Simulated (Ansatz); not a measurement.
A nudged elastic band was laid between two geometries of ClF$_{4}$HW (7 atoms, charge 0, multiplicity 1).

Computed with Ansatz 0.2.0, RKS r2SCANh-D4/def2-SVP.

| Item | Value |
| --- | --- |
| movable images | 9 |
| climbing image | yes |
| spring | 5.0 eV/Å² |
| optimiser | quadratic models (default) |
| start path | through a guess of the saddle point |
| force threshold | 0.05 eV/Å |
| iteration limit | 60 |
| end points | relaxed |

Initial state:

```xyz
7
Properties=species:S:1:pos:R:3
W 0.058 0.000 0.203
Cl 0.813 0.000 2.338
H 1.720 0.000 -0.191
F 0.054 1.836 0.299
F -1.779 0.000 -0.195
F 0.054 -1.836 0.299
F 0.172 0.000 -1.660
```

Final state:

```xyz
7
Properties=species:S:1:pos:R:3
W -0.537 0.000 -0.626
Cl 1.375 0.000 2.496
H 2.444 0.000 1.783
F -0.221 1.804 -0.503
F -1.610 0.000 0.863
F -0.221 -1.804 -0.503
F -0.139 0.000 -2.419
```

**Question.** What changes between the two ends?

**Answer.** Bonds broken: W1–Cl2, W1–H3. Bonds formed: Cl2–H3. ClF4HW becomes ClH + F4W.

**Question.** What energy profile does the band end with?

**Answer.** The forces met the threshold. The highest image is number 6 of 0 to 10, 26.6 kcal/mol above the first end and 6.1 kcal/mol above the last; the last end lies 20.5 kcal/mol above the first. The profile has 2 maxima (images 2, 6) with wells between them (image 3): this band takes more than one step, which may be the mechanism or a detour left from its start path. A vibrational analysis at the climbing image gives one clearly imaginary mode, 183i cm⁻¹: a first-order saddle point. The orbitals stay closed-shell, which can raise the energy where a bond breaks towards radicals; this wasn't checked here.

```csv
image,path coordinate (Å),energy (kcal/mol),W1–Cl2 (Å),W1–H3 (Å),Cl2–H3 (Å)
0,0.00,0.0,2.26,1.71,2.69
1,0.48,1.9,2.25,1.72,2.75
2,0.96,2.9,2.28,1.72,2.59
3,1.44,0.4,2.30,1.71,2.44
4,1.92,2.4,2.36,1.67,2.25
5,2.40,16.0,2.55,1.67,1.80
6,2.87,26.6,2.88,1.93,1.44
7,3.38,23.0,3.35,2.32,1.32
8,3.88,21.6,3.69,2.81,1.29
9,4.38,20.9,3.69,3.33,1.28
10,4.89,20.5,3.66,3.83,1.29
```

**Question.** What is the geometry of the highest image?

**Answer.** 
```xyz
7
Properties=species:S:1:pos:R:3:forces:R:3
W -0.124 0.000 -0.314 -0.03 0.00 0.01
Cl 1.016 0.000 2.334 0.00 0.00 0.00
H 1.347 0.000 0.929 0.00 0.00 -0.01
F 0.189 1.807 -0.269 0.01 0.00 0.00
F -1.581 0.000 0.828 -0.01 0.00 -0.01
F 0.189 -1.807 -0.269 0.01 0.00 0.00
F 0.055 0.000 -2.147 0.00 0.00 0.01
```

Run time: 8.7 min on 4 threads of Arm Neoverse V1, with other jobs on the host, peak memory 0.37 GiB.
